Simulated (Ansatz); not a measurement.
Gas-phase electronic energies from Ansatz, PBE0-D4/def2-TZVP geometries. CCSD(T)/CBS is the MP2 limit (def2-TZVPP, def2-QZVPP) plus CCSD(T) − MP2 in def2-TZVPP, frozen cores. Functionals use def2-TZVPP. B3LYP here is the variant with VWN-RPA as its local correlation; programs differ in this. Each species was taken in one conformer, which may not be the lowest.

Consider the redistribution: `O[SiH2]N[SiH2][SiH3]` + `CO[Si]1(Cl)CO1` → `[SiH3]O[Si]1(Cl)CO1` + `C[SiH2]N[SiH2]O`.

```json
{"level": "PBE-D4", "ΔE (kJ/mol)": "-175.1", "difference from CCSD(T)/CBS": "31.9"}
{"level": "r2SCAN-D4", "ΔE (kJ/mol)": "-199.0", "difference from CCSD(T)/CBS": "8.0"}
{"level": "PBE0-D4", "ΔE (kJ/mol)": "-185.8", "difference from CCSD(T)/CBS": "21.2"}
{"level": "B3LYP-D4", "ΔE (kJ/mol)": "-198.1", "difference from CCSD(T)/CBS": "8.9"}
{"level": "ωB97X-V", "ΔE (kJ/mol)": "-196.4", "difference from CCSD(T)/CBS": "10.6"}
{"level": "ωB97M-V", "ΔE (kJ/mol)": "-205.9", "difference from CCSD(T)/CBS": "1.1"}
{"level": "B2PLYP", "ΔE (kJ/mol)": "-208.4", "difference from CCSD(T)/CBS": "-1.4"}
{"level": "PBE", "ΔE (kJ/mol)": "-177.2", "difference from CCSD(T)/CBS": "29.8"}
{"level": "r2SCAN", "ΔE (kJ/mol)": "-199.6", "difference from CCSD(T)/CBS": "7.4"}
{"level": "PBE0", "ΔE (kJ/mol)": "-187.8", "difference from CCSD(T)/CBS": "19.2"}
{"level": "B3LYP", "ΔE (kJ/mol)": "-201.7", "difference from CCSD(T)/CBS": "5.3"}
{"level": "HF/def2-TZVPP", "ΔE (kJ/mol)": "-224.1", "difference from CCSD(T)/CBS": "-17.1"}
{"level": "MP2/def2-TZVPP", "ΔE (kJ/mol)": "-217.5", "difference from CCSD(T)/CBS": "-10.5"}
{"level": "SCS-MP2/def2-TZVPP", "ΔE (kJ/mol)": "-215.8", "difference from CCSD(T)/CBS": "-8.8"}
{"level": "CCSD/def2-TZVPP", "ΔE (kJ/mol)": "-207.6", "difference from CCSD(T)/CBS": "-0.6"}
{"level": "CCSD(T)/def2-TZVPP", "ΔE (kJ/mol)": "-203.7", "difference from CCSD(T)/CBS": "3.3"}
{"level": "HF/def2-QZVPP", "ΔE (kJ/mol)": "-226.6", "difference from CCSD(T)/CBS": "-19.6"}
{"level": "MP2/def2-QZVPP", "ΔE (kJ/mol)": "-220.3", "difference from CCSD(T)/CBS": "-13.3"}
{"level": "SCS-MP2/def2-QZVPP", "ΔE (kJ/mol)": "-218.6", "difference from CCSD(T)/CBS": "-11.6"}
{"level": "HF/CBS(def2)", "ΔE (kJ/mol)": "-227.0", "difference from CCSD(T)/CBS": "-20.0"}
{"level": "MP2/CBS(def2)", "ΔE (kJ/mol)": "-220.8", "difference from CCSD(T)/CBS": "-13.8"}
{"level": "CCSD/CBS(def2)", "ΔE (kJ/mol)": "-210.9", "difference from CCSD(T)/CBS": "-3.9"}
{"level": "CCSD(T)/CBS", "ΔE (kJ/mol)": "-207.0", "difference from CCSD(T)/CBS": "0"}
```

Largest T1 diagnostic among the species: 0.012.

The D4 term adds +3.6 kJ/mol with B3LYP and +2.0 kJ/mol with PBE0; it sums over pairs of atoms, weighted by their polarisabilities, and B3LYP, whose exchange is more repulsive, gets the larger term. In def2-TZVPP, CCSD(T) changes the Hartree–Fock value by +20.3 kJ/mol (the triples alone add +3.8 kJ/mol) and MP2 by +6.5 kJ/mol. From PBE to PBE0 (25 % exact exchange), in def2-TZVPP and without D4, ΔE moves by −10.5 kJ/mol.
